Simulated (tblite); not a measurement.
Species: C₄H₁₃NOSi.
Geometry (GFN2-xTB, Å), atoms numbered from 1 in this order:
```
atom  x, y, z in Å
C1    -2.480    1.058    0.137
C2    -1.745    0.255   -0.936
N3    -0.531   -0.368   -0.477
C4    -0.732   -1.530    0.355
Si5    0.898    0.569   -0.437
O6     2.043   -0.536   -0.117
C7     3.404   -0.274   -0.015
H8    -1.820    1.822    0.539
H9    -2.803    0.412    0.950
H10   -3.357    1.538   -0.290
H11   -2.412   -0.522   -1.328
H12   -1.484    0.925   -1.757
H13   -1.382   -2.242   -0.162
H14    0.230   -1.998    0.540
H15   -1.191   -1.283    1.319
H16    0.976    1.641    0.577
H17    1.066    1.172   -1.764
H18    3.606    0.436    0.792
H19    3.918   -1.212    0.197
H20    3.791    0.146   -0.946
```

Method: GFN2-xTB as coded in tblite; computed harmonic values from a numerical Hessian at the method's own geometry, unscaled. This tight-binding method is rough: wavenumbers can miss measured ones by several per cent, in bad cases by 10 to 20. Modes of hydrogen on silicon can be 10 to 20 % off. One conformer, not necessarily the lowest.

Harmonic wavenumbers (cm⁻¹): 49.1, 73.1, 81.5, 109.9, 127.9, 156.6, 196.5, 230.2, 266.5, 293.4, 389.6, 453.8, 557.5, 616.3, 691.5, 779.0, 811.4, 825.7, 839.2, 969.1, 1063.5, 1078.0, 1088.1, 1107.4, 1139.4, 1144.3, 1165.0, 1216.6, 1245.9, 1333.1, 1349.4, 1396.6, 1412.8, 1423.3, 1478.1, 1485.2, 1486.4, 1494.7, 1495.5, 1502.2, 1504.9, 2121.8, 2230.1, 2904.2, 2907.1, 2939.8, 2948.7, 2955.4, 2975.8, 2985.1, 3035.7, 3041.4, 3047.9, 3053.5.

A = 4800, B = 1126, C = 997.6 MHz; mass 119.077 u (most abundant isotopes); point group C1, symmetry number 1.

**Question.** Zero-point energy?

**Answer.** ½Σν̃ = 36637 cm⁻¹ = 438.28 kJ/mol.

**Question.** Entropy at 298.15 K, 1 bar (ideal gas, RRHO, classical rotation)?

**Answer.** Translation 168.47, rotation 119.16, vibration 139.56: S = 427.2 J/(mol K).

**Question.** And Cp and H(298.15 K) − H(0)?

**Answer.** Cp = 162.35 J/(mol K), of which vibrations give 129.09 (their classical limit is 54 R = 449.0); H(298.15 K) − H(0) = 31.04 kJ/mol without the zero-point energy, 21.12 from vibrations.

**Question.** What must be added to the electronic energy to get the Gibbs energy at 298.15 K and 1 bar?

**Answer.** ZPE + [H(298.15 K) − H(0)] − T·S = 438.28 + 31.04 − 127.36 = 341.96 kJ/mol.

**Question.** Which modes carry the vibrational entropy at 298.15 K?

**Answer.** 49.1 cm⁻¹: 20.31; 73.1 cm⁻¹: 17.02; 81.5 cm⁻¹: 16.13; 109.9 cm⁻¹: 13.68; 127.9 cm⁻¹: 12.46; 156.6 cm⁻¹: 10.84 J/(mol K); the other 48 give 49.12 together.

Hindered rotation and anharmonicity are outside this model. Other conformers, if any are populated, would add a mixing term that is left out. The structure is chiral; the term R ln 2 for an equal mix with its mirror image is left out.

Hardware: Arm Neoverse N1, one thread, no GPU, shared host with 64 logical CPUs at a one-minute load of 61. Cost: 1.2 s of wall time. This covers the Hessian and the dipole derivatives.
